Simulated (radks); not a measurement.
Results of a calculation; reference values are marked as such.
Q: Species: Ta3+. Configuration: [Xe] 4f14 5d1 7f1 (not the ground configuration). Level of theory: Dirac Kohn-Sham, PBE, spin-unpolarised, spherical densities, finite nucleus; open shells fill j = l - 1/2 first; Fermi nuclear charge, rms radius 5.3507 fm (a radial shooting solver on a logarithmic mesh with Libxc functionals).

Spin-orbit splittings of the eigenvalues, e(l+1/2) - e(l-1/2), with zeta = 2 splitting/(2l+1) and mean radii in bohr:

| shell | occ. | splitting (eV) | zeta (eV) | <r> j=l-1/2 | <r> j=l+1/2 |
|---|---|---|---|---|---|
| 2p | 6 | 1270 | 846.8 | 0.06487 | 0.07271 |
| 3p | 6 | 273.5 | 182.3 | 0.1942 | 0.2088 |
| 3d | 10 | 59.57 | 23.83 | 0.1829 | 0.1874 |
| 4p | 6 | 62.94 | 41.96 | 0.4645 | 0.4976 |
| 4d | 10 | 11.56 | 4.625 | 0.5165 | 0.5280 |
| 4f | 14 | 1.990 | 0.5686 | 0.6297 | 0.6399 |
| 5p | 6 | 9.137 | 6.091 | 1.198 | 1.292 |
| 5d | 1 | ? | ? | 1.720 | 1.759 |
| 7f | 1 | 0.01156 | 0.003303 | 11.02 | 11.02 |

Estimate the 5d splitting.

A: 0.9355 eV (zeta = 0.3742 eV).
